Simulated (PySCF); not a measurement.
Species: `C=COC[SiH2]S[SiH3]`. The columns A, B, C and D hold Mulliken, IAO, Hirshfeld and ESP-fitted charges (e) of one PBE0/pcSseg-1 density (PySCF), in a shuffled order. Coordinates in Å (GFN2-xTB); the density's dipole moment is (-1.42, -0.05, 2.02) D.

```csv
atom,x,y,z,A,B,C,D
C1,-1.159,-0.887,2.589,-0.419,-0.541,-0.279,-0.148
C2,-0.136,-0.252,2.042,+0.063,-0.018,+0.127,+0.032
O3,-0.051,0.295,0.804,-0.327,-0.071,-0.504,-0.079
C4,-1.184,0.204,-0.045,-0.346,-0.410,-0.265,-0.083
Si5,-0.672,1.115,-1.642,+0.714,+0.431,+0.635,+0.319
S6,1.052,0.167,-2.453,-0.439,-0.389,-0.550,-0.188
Si7,2.307,-0.301,-0.748,+0.560,+0.367,+0.491,+0.286
H8,-1.080,-1.266,3.590,+0.167,+0.209,+0.127,+0.050
H9,-2.092,-1.052,2.081,+0.150,+0.197,+0.121,+0.041
H10,0.797,-0.098,2.569,+0.160,+0.162,+0.113,+0.056
H11,-2.048,0.678,0.432,+0.144,+0.193,+0.145,+0.042
H12,-1.440,-0.847,-0.224,+0.144,+0.189,+0.150,+0.042
H13,-0.374,2.499,-1.290,-0.120,-0.071,-0.050,-0.073
H14,-1.706,0.982,-2.657,-0.110,-0.052,-0.065,-0.069
H15,3.556,-0.623,-1.424,-0.115,-0.058,-0.068,-0.078
H16,1.775,-1.480,-0.082,-0.116,-0.056,-0.068,-0.076
H17,2.446,0.881,0.086,-0.110,-0.082,-0.062,-0.073
```

Q: Which column most likely holds the ESP-fitted charges?

A: B. Σ q r misses the density's dipole by 0.01 D (B), 0.70 D (C), 0.96 D (A), 1.47 D (D). Charges fitted to the outside potential are the only set here that is tied to the molecule's multipoles.

Q: And the Hirshfeld charges?

A: D. The mean sizes are 0.102 e (D), 0.206 e (B), 0.225 e (C), 0.247 e (A), and Hirshfeld charges are commonly the smallest of these schemes.

As computed, A = IAO, B = ESP-fitted, C = Mulliken, D = Hirshfeld. Hydrogens on carbon: IAO +0.14 to +0.17, ESP-fitted +0.16 to +0.21, Mulliken +0.11 to +0.15, Hirshfeld +0.04 to +0.06 e.

The Hirshfeld scheme divides the density at each point in proportion to the densities of the neutral, spherically averaged free atoms. The Mulliken scheme counts on each atom the diagonal of the density matrix times the overlap matrix over that atom's basis functions.

Geometry: GFN2-xTB, one conformer, isolated molecule.

The run behind these numbers computed NMR shieldings as well. The run took 47 s wall (with the writing of density and orbital grids) on one thread of an Arm Neoverse V1, shared host with 32 logical CPUs at a one-minute load of 29, and the process peaked at 0.85 GiB of memory.

Conformer computed: `[CH2:1]=[CH:2][O:3][CH2:4][SiH2:5][S:6][SiH3:7]`: C1–C2–O3–C4 0°, C2–O3–C4–Si5 179°, O3–C4–Si5–S6 59°, C4–Si5–S6–Si7 -41°.
